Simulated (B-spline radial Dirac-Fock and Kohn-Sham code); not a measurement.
Z = 53 (iodine), transition energy 458 keV. Model: a Dirac-Hartree-Slater potential of the neutral atom with a Latter tail (no hole, which puts coefficients of high multipoles low close above an edge), finite nucleus with surface currents. Program: a radial B-spline solver. Subshells that would emit electrons below 1 keV are left out.

Q: A pure transition shows α(K) = 0.312, L1/L2 = 6.08 and L1/L3 = 5.16. What is its multipolarity?
A. M2
B. E2
C. E3
D. M3
E. M4
F. M1
G. E1
H. E4

A: E. For comparison, α(K), L1/L2, L1/L3 are E1 0.00300, 22.1, 17.0; E2 0.00933, 5.51, 7.51; E3 0.0260, 1.92, 3.67; E4 0.0705, 0.917, 2.06; M1 0.0110, 21.6, 83.3; M2 0.0371, 12.8, 36.3; M3 0.109, 8.46, 11.5.

Values without a named source are computed, but for edge energies of neutral atoms, which are taken from tables.
